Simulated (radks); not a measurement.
Problem. Ta XXVI, 48 electrons, occupied as [Kr] 4d10 4f2. Calculated with a radial shooting solver on a logarithmic mesh with Libxc functionals: scalar-relativistic Kohn-Sham, LDA (Slater exchange, VWN5 correlation), spin-polarised, spherical densities, finite nucleus; open shells are filled with parallel spins first (spin-orbit coupling, left out, can overturn this in heavy ions); Fermi nuclear charge, rms radius 5.3507 fm. Some entries of the table are withheld. Estimate them.

orbital,occ.,eigenvalue (eV),<r^2> (bohr^2)
1s down,1,-68084.70,0.0004794
1s up,1,-68084.69,0.0004794
2s up,1,-12363.33,0.007390
2s down,1,-12363.22,0.007390
2p up,3,-10939.33,0.006092
2p down,3,-10939.25,0.006092
3s up,1,-3455.580,0.04784
3s down,1,-3453.439,0.04781
3p up,3,-3031.607,0.04843
3p down,3,-3029.471,0.04839
3d up,5,-2536.041,0.04013
3d down,5,-2534.378,0.04008
4s up,1,-1286.645,0.2156
4s down,1,-1283.359,0.2158
4p up,3,-1138.906,0.2361
4p down,3,-1135.751,0.2364
4d up,5,(1),0.2507
4d down,5,(2),0.2512
4f up,2,-750.8162,0.2399
4f down,0,-747.4300,0.2408
5s up,0,-647.4129,0.7395
5s down,0,-645.7545,0.7416
5p up,0,-588.3838,0.8236
5p down,0,-586.8639,0.8262

Solution. 
(1) 4d up eigenvalue (eV): -952.5845
(2) 4d down eigenvalue (eV): -949.4864
